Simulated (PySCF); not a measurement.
Start geometry of 4-methylbenzotrifluoride, `Cc1ccc(C(F)(F)F)cc1` from GFN2-xTB (Å):
```
atom  x, y, z in Å
C1    -2.891    0.241    0.296
C2    -1.406    0.125    0.150
C3    -0.718    0.922   -0.758
C4     0.650    0.807   -0.910
C5     1.348   -0.122   -0.149
C6     2.837   -0.236   -0.291
F7     3.294   -1.471   -0.026
F8     3.495    0.591    0.549
F9     3.270    0.072   -1.525
C10    0.678   -0.923    0.766
C11   -0.691   -0.797    0.907
H12   -3.226    1.249    0.068
H13   -3.383   -0.443   -0.396
H14   -3.203   -0.019    1.304
H15   -1.259    1.643   -1.352
H16    1.179    1.428   -1.617
H17    1.227   -1.640    1.356
H18   -1.211   -1.423    1.616
```

What comes out of this run: PySCF 2.14.0, PBE0-D3(BJ)/def2-SVP geometry optimisation, gas phase?

```
atom  x, y, z in Å
C1    -2.9094    0.1950    0.2344
C2    -1.4162    0.1055    0.1221
C3    -0.7115    0.9239   -0.7674
C4     0.6704    0.8258   -0.8983
C5     1.3746   -0.1016   -0.1328
C6     2.8706   -0.1869   -0.2237
F7     3.2939   -1.4555   -0.2014
F8     3.4607    0.4334    0.8061
F9     3.3384    0.3763   -1.3420
C10    0.6892   -0.9281    0.7595
C11   -0.6908   -0.8198    0.8841
H12   -3.2722    1.2048   -0.0047
H13   -3.3954   -0.5031   -0.4677
H14   -3.2545   -0.0657    1.2452
H15   -1.2560    1.6547   -1.3712
H16    1.2059    1.4694   -1.5984
H17    1.2387   -1.6584    1.3574
H18   -1.2195   -1.4681    1.5880
```

The energy falls by 0.049 eV over 6 energy and gradient evaluations, the largest force component goes from 0.0178 to 3.8e-04 Eh/bohr, and the atoms move by 0.100 Å rms after alignment. Among the bonds, C1–H13, C1–H14, C3–H15, C10–H17 and C11–H18 change most and about equally (+0.013 to +0.014 Å). Bonds longer at the end by more than 0.005 Å: 13 of 18; shorter: 3. Among the dihedrals that turn most is C10–C5–C6–F8, from -89° to -77°. Rotational constants go from 2831, 630.0, 568.0 to 2816, 628.3, 565.9 MHz. The orientation of the end geometry is arbitrary; only internal coordinates are fixed.

The run used 189 basis functions and 42 SCF cycles in all.

No frequency check.
